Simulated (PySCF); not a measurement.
iodoethane cation (C2H5I), SMILES CCI (connectivity only; charge and spin as stated), charge +1, multiplicity 2. Geometry optimised at B3LYP-D3(BJ)/def2-SVP. The multiplicity is an assumed one; other spin states were not compared. The def2 effective core potentials stand for the cores of I; spin–orbit coupling is left out.

These are PySCF with B3LYP-D3(BJ)/def2-SVP values and carry that method's errors.

Harmonic wavenumbers (cm⁻¹): 233, 234, 363, 574, 896, 922, 1075, 1195, 1205, 1380, 1413, 1431, 1464, 3024, 3050, 3066, 3117, 3165. Rotational constants (GHz): 29.86, 2.770, 2.621; symmetry number 1.

### Question
Work out the zero-point energy and the ideal-gas rigid-rotor harmonic-oscillator thermochemistry at 298.15 K and 1 atm.

### Answer
ZPE = ½ Σ hcν = ½ × 27806 cm⁻¹ = 39.75 kcal/mol. H − E(el) = 43.21 kcal/mol. Entropy in cal/(mol K): translation 41.04, rotation 24.81, vibration 5.79, spin 1.38, total 73.02. G − E(el) = 21.44 kcal/mol. Cp = 16.25 cal/(mol K).
